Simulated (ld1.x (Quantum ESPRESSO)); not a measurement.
**gadolinium: one change to an RRKJ potential, before and after**

```
Element                 : gadolinium (Gd)
Generator               : ld1.x (Quantum ESPRESSO) 7.5
Type                    : norm-conserving RRKJ (Kleinman–Bylander form)
Functional              : LDA (PZ)
Relativity              : non-relativistic
Frozen core             : [Kr] 4d10
Valence charge          : 18
Reference configuration : 4f7 5s2 5p6 5d1 6s2 6p0
Partial waves           : 5p (bound): rc 2.10 bohr; 5d (bound): rc 2.70 bohr; 4f (bound): rc 1.15 bohr; 5s (bound): rc 1.45 bohr
Local potential         : the s channel
Core correction         : none
rho0                    : 0.02
```

Occupied shells without a wave of their own: 6s. They enter only through the test configuration that unscreens the potential.

All-electron outer shells of the reference configuration (LDA (PZ), non-relativistic, ld1.x):

```
shell  level (eV)  outermost node (bohr)  outermost maximum (bohr)
   4p     -263.12                   0.30                      0.55
   4d     -150.52                   0.27                      0.56
   5s      -43.76                   0.70                      1.27
   5p      -26.62                   0.72                      1.39
   4f      -13.30                      –                      0.56
   6s       -3.92                   1.71                      3.59
   5d       -3.46                   0.79                      1.92
   6p       -1.51                   1.97                      4.61
```

Change: core correction a·sin(br)/r model core inside 0.44 bohr (6s counted twice).

Cutoffs: the cutoffs (Ry, on a coarse ladder) from which the occupation-weighted sum of valence levels, in a spherical-Bessel basis at the reference potential, stays within 10 and 1 mRy of its value at 400 Ry; they do not see the model core or the augmentation charge, which bear on the density cutoff. Errors are all-electron minus pseudo energies relative to the spin-unpolarised reference configuration.

Q: What does the change do?

A: The potential gets neither clearly harder nor softer (230 Ry and 300 Ry → 230 Ry and 300 Ry); both files keep a bound ghost (p); of the 9 tests that both files solve, the error grows in 7 and shrinks in 2 by more than 15 % and 0.3 meV (median size 146.6 → 382.7 meV). In the changed file ld1.x takes every shell without a wave as core, so the model core holds the 6s electrons as well and exchange and correlation see them twice. This cancels in the reference configuration, but the file is broken for other ones, and its errors say nothing about a proper core correction. A model core, the more so a compact one, raises the density cutoff, which this test does not measure.

```csv
quantity,base,changed
"cutoff, loose",230 Ry,230 Ry
"cutoff, tight",300 Ry,300 Ry
bound ghosts,p,p
"error for 4f7 5s2 5p6 5d1 6s1 6p0, meV [ΔE 6.36 eV]",-55,-170
"error for 4f7 5s2 5p6 5d1 6s0 6p0, meV [ΔE 17.92 eV]",-147,-739
"error for 4f7 5s2 5p6 5d0 6s0 6p0, meV [ΔE 38.52 eV]",-209,-1156
"error for 4f7 5s2 5p5 5d1 6s2 6p0, meV [ΔE 31.72 eV]",+3.1,-41
"error for 4f7 5s2 5p6 5d1.5 6s1.5 6p0, meV [ΔE 0.31 eV]",-18,-22
"error for 4f6 5s2 5p6 5d2 6s2 6p0, meV [ΔE 12.85 eV]",-258,-383
"error for 4f7 5s2 5p6 5d1 6s0 6p2, meV [ΔE 5.04 eV]",-85,-145
"error for 4f7 5s2 5p6 5d1 6s2 6p0 (spin-polarised), meV [ΔE -9.58 eV]",+15846,+1250
"error for 4f7 5s2 5p6 5d1 6s1 6p0 (spin-polarised), meV [ΔE -3.70 eV]",+15922,+989
s: phases at 2.96 bohr within 0.05 rad from the reference energy up to (Ry; the scan ends near 5),0.0,0.0
p: phases at 2.96 bohr within 0.05 rad from the reference energy up to (Ry; the scan ends near 5),to the end of the scan,to the end of the scan
d: phases at 2.96 bohr within 0.05 rad from the reference energy up to (Ry; the scan ends near 5),2.5,2.5
f: phases at 2.96 bohr within 0.05 rad from the reference energy up to (Ry; the scan ends near 5),1.0,1.0
```

Base: The 6s level has no wave, so the channel is fitted at the deeper level alone: the likely source of the large errors. A true bound ghost makes a file unfit for plane-wave use even where its test errors are small: the radial tests pick states by their node count and pass the ghost by.
